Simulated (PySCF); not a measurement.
Isomers of C7H11OP.

All values: PBE0/pcSseg-1 (PySCF) at PBE0-D3(BJ)/def2-SVP geometries, gas phase, one conformer each.

Question: Rank by the highest Hirshfeld charge on any atom, highest value first.
A. `[CH3:1][c:2]1[p:3][cH:4][o:5][c:6]1[CH:7]([CH3:8])[CH3:9]` with O5–C6–C7–C8 63°
B. `[CH:1]#[C:2][P:3]1(=[CH2:4])[CH2:5][CH2:6][O:7][CH2:8][CH2:9]1` with C2–P3–C5–C6 66°, P3–C5–C6–O7 57°, C5–C6–O7–C8 -68°, C6–O7–C8–C9 69°
C. `[CH3:1][CH:2]([CH3:3])[PH:4][c:5]1[cH:6][cH:7][o:8][cH:9]1` with C1–C2–P4–C5 -177°, C2–P4–C5–C6 -85°

Answer: B (+0.373 e), C (+0.111 e), A (+0.066 e).

Question: Rank by the lowest Hirshfeld charge on any atom, highest value first.
A. `[CH2:1]=[CH:2][C:3]1=[C:4]([O:5][CH3:6])[PH:7][CH2:8][CH2:9]1` with C1–C2–C3–C4 174°, C3–C4–O5–C6 167°, C3–C4–P7–C8 -11°, C4–P7–C8–C9 22°, P7–C8–C9–C3 -29°, C2–C3–C9–C8 -162°
B. `[CH:1]#[C:2][P:3]1(=[CH2:4])[CH2:5][CH2:6][O:7][CH2:8][CH2:9]1` with C2–P3–C5–C6 66°, P3–C5–C6–O7 57°, C5–C6–O7–C8 -68°, C6–O7–C8–C9 69°
C. `[CH3:1][CH:2]([CH3:3])[PH:4][c:5]1[cH:6][cH:7][o:8][cH:9]1` with C1–C2–P4–C5 -177°, C2–P4–C5–C6 -85°
D. `CC(C)(C)C1=CP=CO1`
E. `[CH2:1]=[CH:2]/[C:3]([O:4][CH3:5])=[P:6]\[CH:7]1[CH2:8][CH2:9]1` with C1–C2–C3–O4 2°, C2–C3–O4–C5 180°, C3–P6–C7–C8 -152°

Answer: E (-0.094 e), A (-0.111 e), C (-0.123 e), D (-0.148 e), B (-0.330 e).

Question: Rank by HOMO–LUMO gap, lowest first.
A. `[CH3:1][c:2]1[p:3][cH:4][o:5][c:6]1[CH:7]([CH3:8])[CH3:9]` with O5–C6–C7–C8 63°
B. `[CH2:1]=[CH:2]/[C:3]([O:4][CH3:5])=[P:6]\[CH:7]1[CH2:8][CH2:9]1` with C1–C2–C3–O4 2°, C2–C3–O4–C5 180°, C3–P6–C7–C8 -152°
C. `[CH2:1]=[CH:2][C:3]1=[C:4]([O:5][CH3:6])[PH:7][CH2:8][CH2:9]1` with C1–C2–C3–C4 174°, C3–C4–O5–C6 167°, C3–C4–P7–C8 -11°, C4–P7–C8–C9 22°, P7–C8–C9–C3 -29°, C2–C3–C9–C8 -162°
D. `[CH3:1][CH:2]([CH3:3])[PH:4][c:5]1[cH:6][cH:7][o:8][cH:9]1` with C1–C2–P4–C5 -177°, C2–P4–C5–C6 -85°
E. `[CH:1]#[C:2][P:3]1(=[CH2:4])[CH2:5][CH2:6][O:7][CH2:8][CH2:9]1` with C2–P3–C5–C6 66°, P3–C5–C6–O7 57°, C5–C6–O7–C8 -68°, C6–O7–C8–C9 69°

Answer: B (4.38 eV), E (4.76 eV), C (5.04 eV), A (5.86 eV), D (6.51 eV).

All values together:

```
           SMILES  μ (D)  HOMO (eV)  LUMO (eV)  lowest IAO charge (e)  highest IAO charge (e)  lowest Hirshfeld charge (e)  highest Hirshfeld charge (e)
  C#CP1(=C)CCOCC1   2.44      -5.10      -0.34             -0.940 (C)              +1.246 (P)                   -0.330 (C)                    +0.373 (P)
    Cc1pcoc1C(C)C   1.88      -6.53      -0.66             -0.414 (C)              +0.262 (P)                   -0.118 (C)                    +0.066 (C)
  C=CC1=C(OC)PCC1   1.01      -5.77      -0.73             -0.419 (C)              +0.298 (P)                   -0.111 (C)                    +0.102 (P)
  CC(C)(C)c1cpco1   1.87      -6.66      -0.74             -0.435 (C)              +0.284 (P)                   -0.148 (C)                    +0.075 (C)
C=C/C(OC)=P\C1CC1   0.64      -6.03      -1.66             -0.323 (C)              +0.175 (P)                   -0.094 (C)                    +0.056 (H)
    CC(C)Pc1ccoc1   1.25      -6.47       0.04             -0.409 (C)              +0.349 (P)                   -0.123 (C)                    +0.111 (P)
```

Conformers: `[CH:1]#[C:2][P:3]1(=[CH2:4])[CH2:5][CH2:6][O:7][CH2:8][CH2:9]1` with C2–P3–C5–C6 66°, P3–C5–C6–O7 57°, C5–C6–O7–C8 -68°, C6–O7–C8–C9 69°; `[CH3:1][c:2]1[p:3][cH:4][o:5][c:6]1[CH:7]([CH3:8])[CH3:9]` with O5–C6–C7–C8 63°; `[CH2:1]=[CH:2][C:3]1=[C:4]([O:5][CH3:6])[PH:7][CH2:8][CH2:9]1` with C1–C2–C3–C4 174°, C3–C4–O5–C6 167°, C3–C4–P7–C8 -11°, C4–P7–C8–C9 22°, P7–C8–C9–C3 -29°, C2–C3–C9–C8 -162°; `[CH2:1]=[CH:2]/[C:3]([O:4][CH3:5])=[P:6]\[CH:7]1[CH2:8][CH2:9]1` with C1–C2–C3–O4 2°, C2–C3–O4–C5 180°, C3–P6–C7–C8 -152°; `[CH3:1][CH:2]([CH3:3])[PH:4][c:5]1[cH:6][cH:7][o:8][cH:9]1` with C1–C2–P4–C5 -177°, C2–P4–C5–C6 -85°.
